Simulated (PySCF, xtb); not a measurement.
C₆H₅F, SMILES C=C=C(F)C#CC.

GFN2-xTB run with xtb at its own geometry gives an orbital gap of 4.09 eV and a dipole moment of 2.97 D.

Geometry optimised at B3LYP-D3(BJ)/def2-SVP. This is a generated structure with no PubChem entry under its InChIKey; it may be hypothetical.

**Question.** What does PBE/def2-TZVP (PySCF) give? (The exact figures need the calculation; the answer reports its results.)

**Answer.** gap 3.75 eV (levels -5.62 and -1.87 eV), dipole 2.33 D.
